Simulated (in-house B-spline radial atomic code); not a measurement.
**RPA and G0W0 on HSE06: Ca²⁺**

Configuration [Ne] 3s2 3p6, mean-field start HSE06. Computed with a B-spline radial code for spherical atoms: all electrons, scalar-relativistic (spin-free one-electron X2C), finite nucleus, each spin shell either full or empty, empty states to l = 9 with an (l + 1/2)⁻⁴ tail; G0W0 by contour deformation at full frequency.

Command:
```bash
python run_gw.py task.json out
```
Settings (radii: box in bohr, nucleus in fm):
```
Z                        20
electrons                18
configuration            [Ne] 3s2 3p6
hamiltonian              x2c
method                   hse06
lmax                     9
rms_radius               3.4776
spin_polarised           False
box_radius               17.55
intervals                70
```

Cost of the run: 3.1 s on 1 thread of Arm Neoverse N1 (shared host).

Energies (hartree):

```tsv
term	value
mean-field total	-679.64926
Hartree-Fock functional on these orbitals	-679.02459
direct second order	-1.2971
second-order exchange	0.43779
SOSEX correction	0.39815
```

Task: What is the RPA correlation energy, and what remains with SOSEX?

Result: RPA gives -1.1293 hartree (-1.71 eV per electron); RPA + SOSEX gives -0.73115, and the second-order doubles -0.85928 hartree (no singles). RPA lacks exchange-type terms and so overcorrelates at short range.

Quasi-particle levels (eV):

```json
{"level": "3p", "occupied": "yes", "mean field": "-44.94", "Σx - vxc": "-5.99", "Σc": "?", "QP weight": "?", "G0W0": "?"}
{"level": "3d", "occupied": "no", "mean field": "-14.613", "Σx - vxc": "6.46", "Σc": "-2.12", "QP weight": "0.963", "G0W0": "-10.268"}
```

G0W0 = mean field + (Σx - vxc) + Σc, with Σc (partial-wave tail included) taken at the quasi-particle energy. Only the outer levels were computed. Levels of low weight are left out.

Task: Where does G0W0 put 3p?

Result: At -51.02 eV, with Σc = -0.09 eV and a quasi-particle weight of 0.935. The tabulated removal energy is 50.913 eV (NIST, measured); the calculation leaves out spin-orbit coupling, Breit and QED terms, and what these don't explain is the method's own error.
